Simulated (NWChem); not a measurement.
System: AlAsH₂F₂; SMILES [F][Al]([F])[AsH2]

NWChem input:

```
start job
memory heap 200 mb stack 900 mb global 1100 mb
geometry units angstroms noautosym nocenter noautoz
  Al    -0.072557     1.065898     0.031664
  As    -0.173521    -1.329279     0.156895
  H      0.495039    -1.422826    -1.211210
  H     -1.574718    -1.295383    -0.445721
  F     -1.342241     2.016615     0.515815
  F      1.300500     1.854167    -0.461965
end
basis spherical
  * library def2-tzvp
end
dft
  xc hfexch
  iterations 150
end
property
  efieldgrad
end
task dft property
```

Structure relaxed at the PBE0/def2-SVP level.

Vzz is the largest principal value of the second derivative of the potential at the nucleus (NWChem prints the opposite sign); η is the asymmetry. Non-relativistic.

Atoms are numbered as in the input.

Question: What results follow from this input? (Hartree-Fock/def2-TZVP.) Quantities: Vzz Al1 (a.u.); η Al1; Vzz As2 (a.u.); η As2.

Answer: 
```json
{
 "Vzz Al1 (a.u.)": "1.120",
 "η Al1": "0.13",
 "Vzz As2 (a.u.)": "-1.986",
 "η As2": "0.72"
}
```
